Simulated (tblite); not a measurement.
Species: C4H8P3Si (charge -1).
Atom-mapped SMILES: `[CH3:1][CH2:2][c:3]1[p:4][p:5][c:6]([SiH3:7])[p-:8]1` (hydrogens: H9, H10, H11 on C1; H12, H13 on C2; H14, H15, H16 on Si7)

The geometry is computed with GFN2-xTB (gas phase).

(1) List the bond lengths, angles and torsions at this level.

Answers

(1) 
| bond | length (Å) |
| --- | --- |
| C1–C2 | 1.527 |
| C2–C3 | 1.509 |
| C3–P4 | 1.738 |
| P4–P5 | 2.089 |
| P5–C6 | 1.739 |
| C6–Si7 | 1.870 |
| C6–P8 | 1.742 |
| C3–P8 | 1.743 |
| C1–H9, C1–H10, C1–H11 | 1.090 |
| C2–H12, C2–H13 | 1.094 |
| Si7–H14, Si7–H15, Si7–H16 | 1.473 |

Bonds in one row agree within 0.01 Å and their mean is given. A selection of angles:
| angle | degrees |
| --- | --- |
| C2–C1–H9 | 109.7 |
| C2–C1–H11 | 111.2 |
| H9–C1–H10 | 108.2 |
| H9–C1–H11 | 109.1 |
| C1–C2–C3 | 110.8 |
| C1–C2–H12 | 109.4 |
| C3–C2–H12 | 109.6 |
| H12–C2–H13 | 108.5 |
| C2–C3–P4 | 119.1 |
| C2–C3–P8 | 119.0 |
| P4–C3–P8 | 121.8 |
| C3–P4–P5 | 99.0 |
| P4–P5–C6 | 99.2 |
| P5–C6–Si7 | 119.7 |
| P5–C6–P8 | 121.5 |
| Si7–C6–P8 | 118.8 |
| C6–Si7–H14 | 112.1 |
| C6–Si7–H16 | 113.3 |
| H14–Si7–H15 | 107.6 |
| H14–Si7–H16 | 106.2 |
| C3–P8–C6 | 98.5 |

Torsions: C1–C2–C3–P4 93° (anticlinal). The mirror-image conformer, all signs reversed, is as good.

C3 (substituted aromatic carbon) is planar (angles 121.8°, 119.1° and 119.0°, sum 359.9°, 0.02 Å off the plane of its three neighbours). P5 (phosphorus bonded to C and P) is bent (angle 99.2°). C6 (substituted aromatic carbon) is planar (angles 121.5°, 119.7° and 118.8°, sum 360.0°, 0.01 Å off the plane of its three neighbours). The 5-membered ring C3–P4–P5–C6–P8 has internal angles of 98.5° to 121.8° (sum 540°, against 540° for a flat polygon); it is planar, 0.00 Å rms from its mean plane, widest ring torsion 0°. P8 (phosphorus bonded to 2 C) is bent (angle 98.5°). Si7 (SiH3 silicon) is distorted tetrahedral (angles from 106.2° to 113.3°).

Point group: C1 (no symmetry element, even within 0.4 Å). Its GFN2-xTB frequencies are all real (lowest 16 cm⁻¹).
